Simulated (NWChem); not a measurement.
Molecule: MgHSeCl; SMILES [Cl][Mg][SeH]

```xyz
4

Mg     0.0070    -0.7388     0.0000
Cl     0.0150    -2.9407     0.0000
Se     0.0324     1.6814     0.0000
H     -1.4414     1.6907     0.0000
```
Atoms are numbered in this order, from 1.

Computed with NWChem. The geometry was optimised at PBE0/def2-SVP. Ions are spin-unrestricted doublets at the neutral geometry; other ion states weren't tried.

**Question.** What does the run give for PBE0/def2-SVP? Quantities: vertical ionisation energy, ΔSCF (eV); −ε(HOMO) (eV).

**Answer.** 
```json
{
 "vertical ionisation energy, ΔSCF (eV)": "9.42",
 "−ε(HOMO) (eV)": "7.05"
}
```
